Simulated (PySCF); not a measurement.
A mixed set of molecules.

All values: PBE0/def2-SVPD (PySCF) at GFN2-xTB geometries, gas phase, one conformer each. Core orbitals are frozen in the response; Δα² is half the sum of the squared differences of the principal polarisabilities.

Task: Rank by mean static polarisability, highest first.
A. `CSC1=CC=C(O)O1`
B. `C/C=N/[SiH2]N`
C. `FC(F)[SiH2]C/C=C/Cl`

Result: C (13.69 Å³), A (12.89 Å³), B (10.38 Å³).

Task: Rank by dipole moment, lowest first.
A. `[CH3:1]/[CH:2]=[N:3]/[NH:4][SiH3:5]` with C2–N3–N4–Si5 0°
B. `[CH3:1]/[CH:2]=[N:3]/[SiH2:4][NH2:5]` with C2–N3–Si4–N5 124°, N3–Si4–N5–H -71° and 62°
C. `[F:1][CH:2]([F:3])[SiH2:4][CH2:5]/[CH:6]=[CH:7]/[Cl:8]` with F1–C2–Si4–C5 -57°, C2–Si4–C5–C6 -60°, Si4–C5–C6–C7 104°

Result: A (0.93 D), B (2.12 D), C (2.58 D).

All values together:

| SMILES | formula | μ (D) | HOMO (eV) | LUMO (eV) | α (Å³) | Δα (Å³) | electrons | α per electron (Å³) |
| --- | --- | --- | --- | --- | --- | --- | --- | --- |
| C/C=N/[SiH2]N | C2H8N2Si | 2.12 | -6.77 | -0.51 | 10.38 | 4.93 | 48 | 0.216 |
| FC(F)[SiH2]C/C=C/Cl | C4H7ClF2Si | 2.58 | -7.27 | -0.57 | 13.69 | 5.94 | 80 | 0.171 |
| C/C=N/N[SiH3] | C2H8N2Si | 0.93 | -6.45 | 0.32 | 10.59 | 5.67 | 48 | 0.221 |
| CSc1ccc(O)o1 | C5H6O2S | 2.06 | -5.36 | 0.00 | 12.89 | 7.29 | 68 | 0.190 |

Conformers: `[CH3:1]/[CH:2]=[N:3]/[SiH2:4][NH2:5]` with C2–N3–Si4–N5 124°, N3–Si4–N5–H -71° and 62°; `[F:1][CH:2]([F:3])[SiH2:4][CH2:5]/[CH:6]=[CH:7]/[Cl:8]` with F1–C2–Si4–C5 -57°, C2–Si4–C5–C6 -60°, Si4–C5–C6–C7 104°; `[CH3:1]/[CH:2]=[N:3]/[NH:4][SiH3:5]` with C2–N3–N4–Si5 0°; `[CH3:1][S:2][c:3]1[cH:4][cH:5][c:6]([OH:7])[o:8]1` with C1–S2–C3–C4 180°, C5–C6–O7–H 180°.
